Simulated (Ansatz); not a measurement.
Ansatz (a first-principles code) input file for AlClFH₃OSi, SMILES [Cl][Al]([O][SiH3])[F], PBE/def2-SVPD. Coordinates come from a B3LYP-D3(BJ)/def2-SVP optimisation. The structure was generated by enumeration; whether it is a known compound was not checked. The values are those of a single conformer.

Ansatz 0.2 input:
```yaml
crystal:
  periodic: [false, false, false]
  atoms:
    - {symbol: Al, position_ang: [-0.06831426, 0.52642335, 0.53130711]}
    - {symbol: Cl, position_ang: [1.26736892, 1.98853508, -0.10919503]}
    - {symbol: F, position_ang: [-0.91525908, 0.80005384, 1.92599435]}
    - {symbol: O, position_ang: [-0.29436298, -0.89374250, -0.32459101]}
    - {symbol: Si, position_ang: [-0.57707409, -2.31762462, -1.12111760]}
    - {symbol: H, position_ang: [-1.87617461, -2.89982274, -0.67961518]}
    - {symbol: H, position_ang: [0.51869572, -3.28286771, -0.82282697]}
    - {symbol: H, position_ang: [-0.62843436, -2.06970921, -2.58980925]}
basis:
  gaussian:
    orbitals: def2-SVPD
hamiltonian:
  xc: {name: PBE}
```

Output:

```
WARN ansatz: RAYON_NUM_THREADS=1 ignored (pool sized by the plan → 1); use --threads N
Functional definition: PBE
integrals: 0.09 GiB planned
1295 factors; their error is unknown
mean field: 0.51 GiB planned
mean field evaluation 1: about -31776.8062 eV, gradient 7.6e1 eV
mean field evaluation 2: about -31716.3155 eV, gradient 1.8e2 eV
mean field evaluation 4: about -31786.2957 eV, gradient 1.7e1 eV
mean field evaluation 8: about -31786.8570 eV, gradient 6.3e-2 eV
mean field -31786.80165706 eV, -1168.1434150288 hartree, gradient 6.7e-5 eV, S^2 0.000000; 0 other end points of the search recorded, 0 dependent functions left out
reference -31786.80171341 eV, -1168.1434170996 hartree; 32, 32 occupied and 113, 113 virtual orbitals, 1295 factors
Total energy: -31786.80171341 eV, -1168.1434170996 hartree
```

The run converged.

Cost: very roughly 2.8 core-seconds.
